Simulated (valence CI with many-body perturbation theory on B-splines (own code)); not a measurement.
## E1 line list for Ce LIV

Method: configuration interaction combined with many-body perturbation theory (CI+MBPT): three valence electrons over a frozen Dirac-Fock core [He], radial functions for each j: 11 s, 11 p, 10 d, 8 f, 5 g, 2 h, with the one-electron correlation potential Σ1, the two-electron term Σ2, the three-electron term Σ3, Breit, model QED; selected CI, second order for the rest, scaled by the run's own slope (own B-spline code, finite nucleus).

The last digits are not significant, and no measured levels were compared; by estimate large intervals hold to a few tenths of a per cent, small ones and those within an open d or f shell to about a per cent.

Lines 1 to 50 of 555 in falling wavelength, among levels below 71080 × 10³ cm⁻¹, chosen from the strongest by gf and those to the six lowest levels. Wavelengths and rates use the calculated energies. Electric multipoles are in the length gauge, E1 and E2 with the static RPA response of the core. Weak lines are less certain than strong ones. Lines between different terms over intervals too small for the method are left out, as are lines whose strength nearly cancels. The highest levels of a list are the least certain.

Levels are named by their leading jj configuration (3d3/2^4 stands for four electrons in 3d with j = 3/2), which in mixed levels can hold well under half, so a name can repeat and another be missing. Letters in brackets count levels of one name in rising energy.

| λ vac (nm) | Upper | Lower | A (s⁻¹) | S (a.u.) |
| --- | --- | --- | --- | --- |
| 84.62 | (2p1/2^2 4f7/2) J=7/2 | (2p1/2^2 4d5/2) J=5/2 | 1.24e+08 | 2.97e-01 |
| 79.43 | (2s 2p1/2 4f7/2) J=7/2 [b] | (2s 2p1/2 4d5/2) J=5/2 [b] | 1.36e+08 | 2.69e-01 |
| 70.51 | (2s 2p1/2 4f7/2) J=9/2 | (2s 2p1/2 4d5/2) J=7/2 | 2.12e+08 | 3.67e-01 |
| 70.28 | (2s 2p1/2 4f7/2) J=7/2 [a] | (2s 2p1/2 4d5/2) J=5/2 [a] | 1.88e+08 | 2.57e-01 |
| 66.16 | (2s^2 4f7/2) J=7/2 | (2s^2 4d5/2) J=5/2 | 2.56e+08 | 2.93e-01 |
| 48.00 | (2s 2p1/2 4f5/2) J=5/2 [b] | (2s 2p1/2 4d3/2) J=3/2 [b] | 5.03e+08 | 1.65e-01 |
| 45.99 | (2p1/2^2 4f5/2) J=5/2 | (2p1/2^2 4d3/2) J=3/2 | 7.22e+08 | 2.08e-01 |
| 44.28 | (2s^2 4f5/2) J=5/2 | (2s^2 4d3/2) J=3/2 | 7.95e+08 | 2.04e-01 |
| 43.79 | (2s 2p1/2 4f5/2) J=5/2 [a] | (2s 2p1/2 4d3/2) J=3/2 [a] | 8.11e+08 | 2.02e-01 |
| 43.38 | (2s 2p1/2 4f5/2) J=7/2 | (2s 2p1/2 4d3/2) J=5/2 | 7.27e+08 | 2.34e-01 |
| 36.05 | (2s 2p1/2 4d5/2) J=7/2 | (2s 2p1/2 4p3/2) J=5/2 | 2.50e+09 | 4.62e-01 |
| 35.99 | (2s 2p1/2 4d5/2) J=5/2 [a] | (2s 2p1/2 4p3/2) J=3/2 [a] | 2.12e+09 | 2.93e-01 |
| 35.45 | (2p1/2^2 4d5/2) J=5/2 | (2p1/2^2 4p3/2) J=3/2 | 2.69e+09 | 3.55e-01 |
| 34.36 | (2s^2 4d5/2) J=5/2 | (2s^2 4p3/2) J=3/2 | 2.82e+09 | 3.39e-01 |
| 34.14 | (2s 2p1/2 4d5/2) J=5/2 [b] | (2s 2p1/2 4p3/2) J=3/2 [b] | 2.55e+09 | 3.01e-01 |
| 32.84 | (2s 2p1/2 4d5/2) J=3/2 | (2s 2p1/2 4p3/2) J=1/2 | 2.55e+09 | 1.79e-01 |
| 20.20 | (2p3/2^2 3p1/2) J=3/2 | (2p3/2^2 3s) J=5/2 | 3.22e+09 | 5.24e-02 |
| 18.09 | (2s 2p3/2 3p1/2) J=3/2 [a] | (2s 2p3/2 3s) J=5/2 | 4.23e+09 | 4.94e-02 |
| 17.45 | (2s 2p3/2 3p1/2) J=5/2 | (2s 2p3/2 3s) J=5/2 | 3.10e+09 | 4.88e-02 |
| 16.92 | (2s 2p1/2 4d5/2) J=5/2 [a] | (2s 2p1/2 4p1/2) J=3/2 | 3.23e+09 | 4.63e-02 |
| 16.71 | (2s 2p1/2 4d3/2) J=3/2 [b] | (2s 2p1/2 4p1/2) J=1/2 [b] | 1.12e+10 | 1.03e-01 |
| 16.50 | (2s 2p1/2 4d3/2) J=1/2 | (2s 2p1/2 4p1/2) J=1/2 [b] | 1.84e+10 | 8.15e-02 |
| 16.22 | (2s 2p3/2 3d5/2) J=7/2 [a] | (2s 2p3/2 3p3/2) J=5/2 [a] | 2.72e+09 | 4.59e-02 |
| 16.14 | (2p3/2^2 3d5/2) J=5/2 [a] | (2p3/2^2 3p3/2) J=3/2 [a] | 4.14e+09 | 5.16e-02 |
| 16.00 | (2p1/2^2 4d3/2) J=3/2 | (2p1/2^2 4p1/2) J=1/2 | 2.42e+10 | 1.96e-01 |
| 15.90 | (2s 2p1/2 4d3/2) J=3/2 [a] | (2s 2p1/2 4p1/2) J=1/2 [a] | 2.37e+10 | 1.88e-01 |
| 15.86 | (2s^2 4d3/2) J=3/2 | (2s^2 4p1/2) J=1/2 | 2.36e+10 | 1.86e-01 |
| 15.71 | (2s 2p1/2 4d3/2) J=5/2 | (2s 2p1/2 4p1/2) J=3/2 | 2.05e+10 | 2.35e-01 |
| 15.41 | (2s 2p1/2 4p3/2) J=1/2 | (2s 2p1/2 4s) J=1/2 [b] | 2.69e+10 | 9.74e-02 |
| 15.25 | (2s 2p3/2 3d5/2) J=9/2 | (2s 2p3/2 3p3/2) J=7/2 | 7.41e+09 | 1.30e-01 |
| 15.22 | (2s 2p1/2 4p3/2) J=3/2 [b] | (2s 2p1/2 4s) J=1/2 [b] | 1.88e+10 | 1.31e-01 |
| 15.11 | (2s 2p3/2 3d5/2) J=7/2 [b] | (2s 2p3/2 3p3/2) J=5/2 [b] | 5.96e+09 | 8.13e-02 |
| 15.11 | (2p1/2 2p3/2 3d5/2) J=9/2 | (2p1/2 2p3/2 3p3/2) J=7/2 | 8.74e+09 | 1.49e-01 |
| 15.05 | (2s 2p1/2 4d3/2) J=3/2 [b] | (2s 2p1/2 4p1/2) J=3/2 | 1.26e+10 | 8.47e-02 |
| 15.04 | (2p3/2^2 3d5/2) J=7/2 | (2p3/2^2 3p3/2) J=5/2 | 6.51e+09 | 8.74e-02 |
| 15.00 | (2s 2p3/2 3d5/2) J=5/2 [b] | (2s 2p3/2 3p3/2) J=3/2 | 5.49e+09 | 5.49e-02 |
| 14.96 | (2p1/2 2p3/2 3d5/2) J=7/2 [a] | (2p1/2 2p3/2 3p3/2) J=5/2 [a] | 8.15e+09 | 1.08e-01 |
| 14.92 | (2s 2p1/2 3d5/2) J=7/2 | (2s 2p1/2 3p3/2) J=5/2 | 8.20e+09 | 1.07e-01 |
| 14.89 | (2p3/2^2 3d5/2) J=9/2 | (2p3/2^2 3p3/2) J=7/2 | 8.45e+09 | 1.38e-01 |
| 14.89 | (2p1/2 2p3/2 3d5/2) J=7/2 [b] | (2p1/2 2p3/2 3p3/2) J=5/2 [b] | 7.48e+09 | 9.74e-02 |
| 14.81 | (2p1/2^2 4p3/2) J=3/2 | (2p1/2^2 4s) J=1/2 | 3.70e+10 | 2.37e-01 |
| 14.65 | (2p1/2^2 3d5/2) J=5/2 | (2p1/2^2 3p3/2) J=3/2 | 9.48e+09 | 8.82e-02 |
| 14.63 | (2s^2 3d5/2) J=5/2 | (2s^2 3p3/2) J=3/2 | 6.92e+09 | 6.42e-02 |
| 14.61 | (2s^2 4p3/2) J=3/2 | (2s^2 4s) J=1/2 | 3.58e+10 | 2.20e-01 |
| 14.60 | (2p3/2^2 3d5/2) J=5/2 [b] | (2p3/2^2 3p3/2) J=3/2 [b] | 8.60e+09 | 7.93e-02 |
| 14.56 | (2s 2p1/2 4p3/2) J=3/2 [a] | (2s 2p1/2 4s) J=1/2 [a] | 3.70e+10 | 2.25e-01 |
| 14.46 | (2s 2p1/2 4p3/2) J=5/2 | (2s 2p1/2 4s) J=3/2 | 3.89e+10 | 3.49e-01 |
| 14.39 | (2s 2p1/2 3d5/2) J=5/2 [a] | (2s 2p1/2 3p3/2) J=3/2 [a] | 8.36e+09 | 7.37e-02 |
| 14.30 | (2s 2p1/2 4p3/2) J=3/2 [b] | (2s 2p1/2 4s) J=3/2 | 1.62e+10 | 9.36e-02 |
| 14.20 | (2p1/2 2p3/2 3d5/2) J=5/2 [b] | (2p1/2 2p3/2 3p3/2) J=3/2 [b] | 6.12e+09 | 5.19e-02 |
